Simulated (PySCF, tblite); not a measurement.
C6H9Si (charge -1).
SMILES with atom numbers: `[SiH3:1][CH2:2][c:3]1[cH:4][cH:5][cH-:6][cH:7]1` (hydrogens: H8, H9, H10 on Si1; H11, H12 on C2; H13 on C4; H14 on C5; H15 on C6; H16 on C7)
Bond orders are those of one Lewis drawing.

Computed with GFN2-xTB (tblite), gas phase: Langevin dynamics at 600 K from the optimised GFN2-xTB geometry, time step 0.5 fs, friction 0.01 fs⁻¹, 2000 steps. Over the second half of the run the saved frames average 594 K.

Frame at 250 fs, instantaneous temperature 564 K:
```
atom  x, y, z in Å
Si1    -2.767    0.861    0.305
C2     -1.875   -0.779    0.192
C3     -0.325   -0.519    0.233
C4      0.523    0.521   -0.163
C5      1.836    0.110    0.119
C6      1.784   -1.117    0.768
C7      0.373   -1.619    0.810
H8     -4.213    0.628    0.295
H9     -2.913    1.218    1.818
H10    -2.572    2.111   -0.460
H11    -2.003   -1.312   -0.821
H12    -2.074   -1.578    0.898
H13     0.240    1.586   -0.592
H14     2.768    0.668   -0.111
H15     2.557   -1.778    0.992
H16    -0.119   -2.328    1.438
```

Frame at 425 fs, instantaneous temperature 659 K:
```
atom  x, y, z in Å
Si1    -3.375    0.985    0.917
C2     -2.524   -0.636    0.379
C3     -1.015   -0.725    0.831
C4     -0.052    0.362    0.922
C5      1.225   -0.279    0.864
C6      1.126   -1.663    0.623
C7     -0.253   -1.922    0.575
H8     -4.711    0.696    1.534
H9     -2.456    1.647    1.967
H10    -3.597    1.856   -0.312
H11    -2.425   -0.808   -0.650
H12    -3.066   -1.425    0.853
H13    -0.267    1.276    1.419
H14     2.248    0.209    0.933
H15     1.863   -2.328    0.259
H16    -0.771   -2.943    0.509
```

Frame at 625 fs, instantaneous temperature 540 K:
```
atom  x, y, z in Å
Si1    -2.933    0.521    1.565
C2     -2.270   -0.559    0.048
C3     -0.769   -0.693    0.235
C4      0.252    0.304    0.079
C5      1.508   -0.281   -0.007
C6      1.411   -1.586    0.489
C7      0.002   -1.851    0.513
H8     -4.255    0.995    1.557
H9     -2.457   -0.340    2.633
H10    -2.163    1.763    1.739
H11    -2.458    0.107   -0.773
H12    -2.859   -1.456   -0.191
H13    -0.098    1.332   -0.019
H14     2.512    0.191   -0.199
H15     2.210   -2.258    0.693
H16    -0.525   -2.727    0.808
```

Frame at 800 fs, instantaneous temperature 625 K:
```
atom  x, y, z in Å
Si1    -2.658    0.132    2.224
C2     -1.638    0.106    0.739
C3     -0.241   -0.388    0.714
C4      0.880    0.019   -0.129
C5      1.946   -0.750    0.294
C6      1.575   -1.495    1.468
C7      0.177   -1.369    1.603
H8     -4.003    0.657    1.773
H9     -3.292   -1.214    2.665
H10    -1.923    1.011    3.126
H11    -1.557    1.118    0.340
H12    -2.185   -0.329   -0.164
H13     0.755    0.760   -0.901
H14     3.007   -0.696   -0.219
H15     2.250   -1.960    2.137
H16    -0.504   -1.996    2.161
```

Frame at 1000 fs, instantaneous temperature 492 K:
```
atom  x, y, z in Å
Si1    -1.906    0.769    2.851
C2     -1.271    1.034    1.039
C3     -0.127    0.107    0.634
C4     -0.019   -0.557   -0.608
C5      1.192   -1.224   -0.606
C6      1.843   -0.982    0.519
C7      1.119   -0.003    1.262
H8     -1.266    1.780    3.556
H9     -3.292    1.097    2.719
H10    -1.690   -0.529    3.349
H11    -0.902    2.114    1.045
H12    -2.022    1.013    0.292
H13    -0.833   -0.632   -1.310
H14     1.658   -1.960   -1.210
H15     2.867   -1.483    0.983
H16     1.345    0.465    2.156
```

Question: What do single points at PBE0/pcSseg-1 (PySCF, gas phase) give on these frames?

Answer: 
```tsv
t (fs)	GFN2-xTB E above start (eV)	DFT E above lowest frame (eV)	HOMO (eV)	LUMO (eV)
250	1.33	0.43	-0.21	4.26
425	1.06	0.00	0.03	4.30
625	1.00	0.12	0.09	4.26
800	1.11	0.15	0.24	4.18
1000	1.14	0.45	0.13	4.28
```

The two levels order the frames alike by energy but for pairs within 0.08 eV at one level; measured from each level's lowest frame they differ by 0.31 eV at most. The HOMO–LUMO gap runs from 3.94 to 4.47 eV. These are instantaneous structures, not minima. An orbital of positive energy is held in place by the finite basis.

Question: And the isotropic GIAO shieldings (ppm) from the same runs?

Answer: 
```
atom  250 fs  425 fs  625 fs  800 fs  1000 fs   mean  range
 Si1   462.3   414.4   433.1   432.6    439.5  436.4   47.9
  C2   165.7   178.3   173.7   173.1    169.7  172.1   12.6
  C3    63.8    61.0    68.9    68.5     65.1   65.5    7.9
  C4    90.1    83.3    78.8    81.1     93.6   85.4   14.8
  C5    81.3    73.7    83.3    73.5     95.4   81.4   21.9
  C6    73.3    80.6    83.5    85.9     72.5   79.2   13.4
  C7    67.0    64.8    75.7    77.3     86.3   74.2   21.5
  H8    27.9    27.5    27.8    27.3     28.9   27.9    1.6
  H9    26.9    26.1    27.9    26.4     28.3   27.1    2.2
 H10    27.7    27.0    28.3    27.4     29.1   27.9    2.1
 H11    27.2    29.2    29.2    29.1     27.9   28.5    2.0
 H12    29.0    29.8    29.8    27.4     30.2   29.2    2.8
 H13    25.1    26.2    26.1    25.9     26.7   26.0    1.6
 H14    25.8    25.4    25.6    24.8     27.0   25.7    2.2
 H15    26.6    26.1    26.2    26.7     24.5   26.0    2.2
 H16    25.6    25.0    26.3    25.8     26.9   25.9    1.9
```

The cost below is that of the whole dynamics run. Time: 14 s of wall time; peak memory 0.18 GiB. Hardware: one thread, Intel Xeon Platinum 8488C (x86_64), no GPU, shared host.
